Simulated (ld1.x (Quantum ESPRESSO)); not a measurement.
# thallium: one change to an RRKJ potential, before and after

thallium (Tl), norm-conserving RRKJ (Kleinman–Bylander form), made with ld1.x (Quantum ESPRESSO) 7.5 (PBE, scalar-relativistic). Core [Xe] 4f14 5d10, reference 6s1.75 6p1.25. Waves: 6p (bound): rc 2.95 bohr; 6s (bound): rc 1.65 bohr. Local part: the s channel. Core correction: none.

Change: wave 6p (bound): rc 2.95 bohr becomes 6p (bound): rc 2.02 bohr.

Cutoffs: the cutoffs (Ry, on a coarse ladder) from which the occupation-weighted sum of valence levels, in a spherical-Bessel basis at the reference potential, stays within 10 and 1 mRy of its value at 400 Ry; they do not see the model core or the augmentation charge, which bear on the density cutoff. Errors are all-electron minus pseudo energies relative to the spin-unpolarised reference configuration.

Question: How do hardness, ghosts and transferability respond?

Answer: The potential gets neither clearly harder nor softer (30 Ry and 80 Ry → 30 Ry and 80 Ry); the s channel sets the loose cutoff, while the largest relative change is in p, which becomes harder; of the 7 tests that both files solve, the error grows in 2 and shrinks in 1 by more than 15 % and 0.3 meV (median size 20.2 → 21.2 meV); neither file shows a bound ghost.

```tsv
quantity	base	changed
cutoff, loose	30 Ry	30 Ry
cutoff, tight	80 Ry	80 Ry
loose cutoff by channel (10 mRy a level)	p 8 Ry, s 25 Ry	p 18 Ry, s 25 Ry
bound ghosts	none	none
error for 6s2 6p1, meV [ΔE -1.81 eV]	+2.0	+2.6
error for 6s2 6p0, meV [ΔE 3.36 eV]	+71	+72
error for 6s1 6p0, meV [ΔE 24.14 eV]	+142	+128
error for 6s1 6p1, meV [ΔE 11.64 eV]	-6.0	-2.6
error for 6s2 6p0.5, meV [ΔE 0.04 eV]	+20	+21
error for 6s2 6p1.3, meV [ΔE -2.30 eV]	-0.1	+0.3
error for 6s0 6p3, meV [ΔE 13.40 eV]	+148	+184
```
